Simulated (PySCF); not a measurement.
Computed shifts of a molecule C5H6Si, PBE/pcSseg-1 (PySCF), GIAO, gas phase, atoms alike by connectivity averaged where their shifts nearly agree, in ppm (number of nuclei): ²⁹Si: -69.3 (1). ¹³C: 101.6 (2), 86.4 (2), 1.4 (1). ¹H: 5.01 (1), 2.47 (2), 0.73 (3). References: ²⁹Si against TMS (σ = 335.4 ppm); ¹³C against TMS (σ = 182.0 ppm); ¹H against TMS (σ = 31.49 ppm), references at their B3LYP-D3(BJ)/def2-TZVP geometries, non-relativistic. Coordinates come from a B3LYP-D3(BJ)/def2-SVP optimisation. Other conformers were not sampled.

Identify the compound among the candidates.
A) C#CC([SiH3])=C=C
B) C#CC([SiH3])C#C
C) C#C[SiH](C)C#C
D) C#C[C@H]1C=C[SiH2]1

C, C#C[SiH](C)C#C
